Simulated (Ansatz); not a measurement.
Ansatz (a program for electronic structure) input for SZn, SMILES [Zn]=[S], B3LYP-D3(BJ)/def2-TZVP. 

Ansatz 0.2 input:
```yaml
crystal:
  periodic: [false, false, false]
  atoms:
    - {symbol: Zn, position_ang: [0.00000000, 0.00000000, -0.71552036]}
    - {symbol: S, position_ang: [0.00000000, 0.00000000, 1.34160068]}
basis:
  gaussian:
    orbitals: def2-TZVP
hamiltonian:
  xc: b3lyp
  dispersion: d3bj
relax: {f_tol: 0.002, max_steps: 200}
```

It prints:

```
WARN ansatz: RAYON_NUM_THREADS=1 ignored (pool sized by the plan → 1); use --threads N
Functional definition: B3LYP
integrals: 0.03 GiB planned
680 factors; integrals over basis functions are off by at most 2.9e-4 eV
mean field: 0.25 GiB planned
mean field evaluation 1: about -59250.0335 eV, gradient 5.2e1 eV
mean field evaluation 2: about -59160.7611 eV, gradient 1.7e2 eV
mean field evaluation 4: about -59254.2087 eV, gradient 2.6e1 eV
mean field evaluation 8: about -59256.2895 eV, gradient 2.4e-1 eV
mean field evaluation 16: about -59256.3343 eV, gradient 4.5e-5 eV
mean field -59256.33427852 eV, -2177.6301193495 hartree, gradient 4.8e-5 eV, S^2 0.000000; 0 other end points of the search recorded, 0 dependent functions left out
the calculation of the forces begins
reference -59256.33445803 eV, -2177.6301259465 hartree; 23, 23 occupied and 62, 62 virtual orbitals, 680 factors
relax step   1: F+E_penalty+E_count = -59256.40998254 eV  Δ(F+E_penalty+E_count) = +0.000e0 eV  max|allowed force component| = 3.323e-1 eV/Å  Δτ_max = 0.0000 Å  (31 SCF iters, accepted)
these checks for a lower state are left out or cut short: starts, cluster_reference, orbital_swaps, neighbouring_geometries, increment
integrals: 0.03 GiB planned
680 factors; integrals over basis functions are off by at most 3.0e-4 eV
mean field: 0.25 GiB planned
mean field -59256.33762416 eV, -2177.6302422997 hartree, gradient 1.8e-5 eV, S^2 0.000000; 0 other end points of the search recorded, 0 dependent functions left out
the calculation of the forces begins
reference -59256.33780390 eV, -2177.6302489051 hartree; 23, 23 occupied and 62, 62 virtual orbitals, 680 factors
relax step   2: F+E_penalty+E_count = -59256.41334614 eV  Δ(F+E_penalty+E_count) = -3.364e-3 eV  max|allowed force component| = 4.955e-2 eV/Å  Δτ_max = 0.0089 Å  (36 SCF iters, accepted)
these checks for a lower state are left out or cut short: starts, cluster_reference, orbital_swaps, neighbouring_geometries, increment
integrals: 0.03 GiB planned
680 factors; integrals over basis functions are off by at most 3.0e-4 eV
mean field: 0.25 GiB planned
mean field evaluation 32: about -59256.3377 eV, gradient 2.4e-5 eV
mean field -59256.33770098 eV, -2177.6302451227 hartree, gradient 2.4e-5 eV, S^2 0.000000; 0 other end points of the search recorded, 0 dependent functions left out
the calculation of the forces begins
reference -59256.33788076 eV, -2177.6302517296 hartree; 23, 23 occupied and 62, 62 virtual orbitals, 680 factors
relax step   3: F+E_penalty+E_count = -59256.41342690 eV  Δ(F+E_penalty+E_count) = -8.076e-5 eV  max|allowed force component| = 3.220e-3 eV/Å  Δτ_max = 0.0015 Å  (27 SCF iters, accepted)
these checks for a lower state are left out or cut short: starts, cluster_reference, orbital_swaps, neighbouring_geometries, increment
integrals: 0.03 GiB planned
680 factors; integrals over basis functions are off by at most 3.0e-4 eV
mean field: 0.25 GiB planned
mean field -59256.33770104 eV, -2177.6302451250 hartree, gradient 2.0e-5 eV, S^2 0.000000; 0 other end points of the search recorded, 0 dependent functions left out
the calculation of the forces begins
reference -59256.33788083 eV, -2177.6302517320 hartree; 23, 23 occupied and 62, 62 virtual orbitals, 680 factors
relax step   4: F+E_penalty+E_count = -59256.41342724 eV  Δ(F+E_penalty+E_count) = -3.458e-7 eV  max|allowed force component| = 3.037e-5 eV/Å  Δτ_max = 0.0001 Å  (22 SCF iters, accepted)
integrals: 0.03 GiB planned
680 factors; integrals over basis functions are off by at most 3.0e-4 eV
mean field: 0.25 GiB planned
mean field -59256.33770104 eV, -2177.6302451250 hartree, gradient 2.0e-5 eV, S^2 0.000000; 1 other end points of the search recorded, 0 dependent functions left out
the calculation of the forces begins
reference -59256.33788083 eV, -2177.6302517320 hartree; 23, 23 occupied and 62, 62 virtual orbitals, 680 factors
Total energy: -59256.41360703 eV, -2177.6330346185 hartree
Atom 0 at    -0.000000    -0.000000    -0.726062 Å, force     0.000000    -0.000000    -0.000030 eV/Å
Atom 1 at     0.000000     0.000000     1.352142 Å, force    -0.000000    -0.000000     0.000030 eV/Å
Dipole moment:     0.000000    -0.000000    -1.064642 e Å
```

Self-consistency was reached.

Cost: around 7 core-seconds (rough).
